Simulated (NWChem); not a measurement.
System meant: BSiH₅O; SMILES OB[SiH3]

Input file for NWChem:

```
start job
memory heap 200 mb stack 900 mb global 1100 mb
geometry units angstroms noautosym nocenter noautoz
  B     -0.573654    -0.768791    -0.001643
  H     -1.760466    -1.019218    -0.008992
  O      0.238005    -1.844412     0.002046
  H      1.177265    -1.628061     0.008955
  Si     0.093032     1.157974     0.000329
  H     -0.441208     1.908534     1.181947
  H     -0.361040     1.877265    -1.233548
  H      1.593482     1.234037     0.047589
end
basis spherical
  * library 6-31g*
end
dft
  xc xtpss03 ctpss03
  iterations 150
end
property
  shielding
end
task dft property
```

End of the output:

```
 Vector   19  Occ=0.000000D+00  E= 4.229602D-02
              MO Center= -4.7D-02,  1.4D+00, -5.9D-03, r^2= 4.2D+00
   Bfn.  Coefficient  Atom+Function         Bfn.  Coefficient  Atom+Function
  ----- ------------  ---------------      ----- ------------  ---------------
     6      1.260116  1 B  s                 44      0.988120  5 Si py
    43      0.983035  5 Si px                56     -0.842785  8 H  s
     8      0.313089  1 B  py                42     -0.309582  5 Si s
    39      0.292104  5 Si px                 7      0.248465  1 B  px
    32     -0.239172  4 H  s                 50     -0.144473  5 Si d  2

 center of mass
 --------------
 x =   0.00956333 y =  -0.10003924 z =   0.00062217

 moments of inertia (a.u.)
 ------------------
         405.977230844487          -4.251896723623          -0.161433845094
          -4.251896723623          53.996294758715           0.147837533899
          -0.161433845094           0.147837533899         438.946986998799

     Multipole analysis of the density
     ---------------------------------

     L   x y z        total         alpha         beta         nuclear
     -   - - -        -----         -----         ----         -------
     0   0 0 0     -0.000000    -16.000000    -16.000000     32.000000

     1   1 0 0      0.542059     -0.245103     -0.245103      1.032265
     1   0 1 0     -0.117433     -0.044489     -0.044489     -0.028455
     1   0 0 1      0.005008     -0.005726     -0.005726      0.016460

     2   2 0 0    -19.444034    -26.808002    -26.808002     34.171970
     2   1 1 0     -2.240521     -2.058903     -2.058903      1.877286
     2   1 0 1      0.005212     -0.060097     -0.060097      0.125406
     2   0 2 0    -23.168200   -121.075712   -121.075712    218.983224
     2   0 1 1     -0.016766      0.036503      0.036503     -0.089771
     2   0 0 2    -20.247891    -15.339688    -15.339688     10.431485

          -----------------------------------------
          Chemical Shielding Tensors (GIAO, in ppm)
          -----------------------------------------

 ------------------------------------------------------------------------
  xtpss03: d2 not coded                    0
 ------------------------------------------------------------------------
 ------------------------------------------------------------------------
  current input line :
    23: task dft property
 ------------------------------------------------------------------------
 ------------------------------------------------------------------------
 This error has not yet been assigned to a category
 ------------------------------------------------------------------------
 For more information see the NWChem manual at https://nwchemgit.github.io

0: xtpss03: d2 not coded:Received an Error in Communication
```

Task: Find the fault in this run and fix the input.

Result: The program stopped with an error. Cause: this functional's second derivatives, which shieldings need, aren't coded here; the fix takes a hybrid GGA instead. This input runs:
```
start job
memory heap 200 mb stack 900 mb global 1100 mb
geometry units angstroms noautosym nocenter noautoz
  B     -0.573654    -0.768791    -0.001643
  H     -1.760466    -1.019218    -0.008992
  O      0.238005    -1.844412     0.002046
  H      1.177265    -1.628061     0.008955
  Si     0.093032     1.157974     0.000329
  H     -0.441208     1.908534     1.181947
  H     -0.361040     1.877265    -1.233548
  H      1.593482     1.234037     0.047589
end
basis spherical
  B library 6-31g*
  H library 6-31g*
  O library 6-31g*
  Si library 6-31g*
end
dft
  xc pbe0
  iterations 150
end
property
  shielding
end
task dft property
```
It converges to -392.31942 Ha (PBE0/6-31G* (spherical d), GIAO).
